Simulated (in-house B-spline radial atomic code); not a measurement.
Values are calculated unless marked as measured or tabulated.
## From levels and matrix elements to observables: La54+

One electron outside the 1s2 core, from an all-electron radial atomic-structure program (B-spline basis): Brueckner orbitals with a screened correlation potential on Dirac-Hartree-Fock, Breit and QED terms for the lowest states, dipole elements in length form with static core polarisation. The core's own polarisability, by RPA, is 7.235e-07 bohr³.

```tsv
state	removal energy (cm⁻¹)	size of the reduced dipole element to 2s1/2 (a.u.)
2s1/2	88989591	-
3s1/2	38899031	-
2p1/2	87946544	0.07119
2p3/2	84145907	0.1051
3p1/2	38612787	0.04207
3p3/2	37482670	0.05293
```

Use R = 109737.3 cm⁻¹, 1 hartree = 219474.6 cm⁻¹, c = 137.036 and 1 a.u. of rate = 4.1341e16 s⁻¹.

Q: Find the quantum defects of the two s states and predict 4s1/2.

A: With n* = 55 √(R/E): 2s1/2 has n* = 1.9314, δ = 0.0686; 3s1/2 has n* = 2.9213, δ = 0.0787. Ritz's form δ = δ0 + b/n*² gives b = -0.067, δ0 = 0.0866, so with n* ≈ 4 − 0.0787, δ = 0.0822 and E = R × 55²/(4 − 0.0822)² = 21627374 cm⁻¹. The program finds 21659384 cm⁻¹. In so highly charged an ion δ holds relativistic, Breit and QED shifts that Ritz's form doesn't follow, and the higher level lacks the last two.

Q: What are the wavelength, oscillator strength and rate of 2s1/2–2p3/2?

A: ΔE = 4843684 cm⁻¹ = 22.06945 hartree, λ = 2.0645 nm in vacuum. f = (2/3) ΔE D²/(2j + 1 of the lower state) = (2/3) × 22.06945 × 0.1051²/2 = 0.0813. A = (4/3) ΔE³ D²/(c³ (2j' + 1)) = 1.5380e-05 a.u. = 6.358e+11 s⁻¹, a partial lifetime of 0.001573 ns.
